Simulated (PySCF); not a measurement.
Relaxation of singlet TlS(OH)

Level of theory: PBE0 in PySCF with Tl def2-TZVP with ECP60, S def2-TZVP, O def2-TZVP, H def2-TZVP; scalar-relativistic core potentials, no spin–orbit coupling; density-fitted integrals. A (50,194) grid was used.

A hand-made linear (heavy-atom frame) start, of Cs symmetry, held to at least that symmetry:

Coordinates in bohr (charge 0 multiplicity 1):
```
Tl    0.0055    0.0000    0.2949
S     0.0055    0.0000   -4.1648
O     0.0055    0.0000    4.2067
H    -1.3842    0.0000    5.3728
```

Task: What does it relax to?

Result: It ends at Cs with O–H 0.963 Å, Tl–O 2.003 Å, Tl–S 2.214 Å; H–O–Tl 110.2°, O–Tl–S 176.4°. A frequency run shows a minimum. Other isomers or separated fragments may lie lower.

Task: How much energy is released, and in how many steps?

Result: 35.2 kJ/mol in 8 steps.

No spin–orbit coupling is included, which matters more the heavier the element.

The relaxation took about 70 core-seconds on a shared host.
